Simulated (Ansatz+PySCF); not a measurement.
The numbers below are computed, except where a source is named.
## Several solutions for quintet MoO

```xyz
2

Mo    0.0000    0.0000    0.0000
O     0.0000    0.0000    1.7680
```

Basis set: def2-SVP (spherical functions, with the set's core potentials past Kr). Charge 0, multiplicity 5.

ωB97X (unrestricted) was run from several starts with Ansatz (development build ahead of 0.2.0) and PySCF 2.14.0.

```
run  program                        start  converged  energy (hartree)  <S²>
  A   Ansatz      atomic start, no search        yes        -143.21720  6.04
  B    PySCF             program defaults        yes        -143.18045  6.01
  C   Ansatz  search for the lowest state        yes        -143.21720  6.04
  D   Ansatz      stability test followed        yes        -143.21720  6.04
```

Problem. Which runs reached the lowest solution of this kind, and what is wrong with the others?

Solution. A, C, D reached the lowest solution found. Converged but too high: B by 1.00 eV. Convergence only shows a stationary point, and even a stable one can lie too high; stability tests and further starts are what find lower ones.
